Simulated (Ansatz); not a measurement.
```yaml
crystal:
  periodic: [false, false, false]
  atoms:
    - {symbol: Co, position_ang: [1.684633, -0.988163, -0.502491]}
    - {symbol: Co, position_ang: [-0.300663, 1.695896, 1.046311]}
    - {symbol: Co, position_ang: [0.276155, -0.459871, 1.149843]}
    - {symbol: Co, position_ang: [0.420584, 0.815034, -0.877146]}
    - {symbol: Co, position_ang: [-0.433281, -1.353925, -0.881049]}
    - {symbol: Co, position_ang: [-1.647427, 0.291019, 0.064521]}
basis:
  gaussian: {orbitals: def2-TZVP, initial_orbitals: start.molden}
total_charge: 1
magnetization: {spin_polarized: true, initial_magnetization: 11}
hamiltonian: {xc: pbe0, dispersion: d4}
scf: {omitted_lower_state_checks: [starts]}
output: {orbitals: {seedname: orbitals}}
```

The file start.molden holds the orbitals of an earlier run on this structure, at another level or in another basis.

```sh
$ ansatz run in.yaml --threads 4 --pin off --events-out ev --progress --plain --max-ram 4787MiB
```

Q: Does this run fit into the memory that it is given?

A: No. It has 270 basis functions, and Ansatz plans for 4.93 GiB where 4.67 GiB are given.
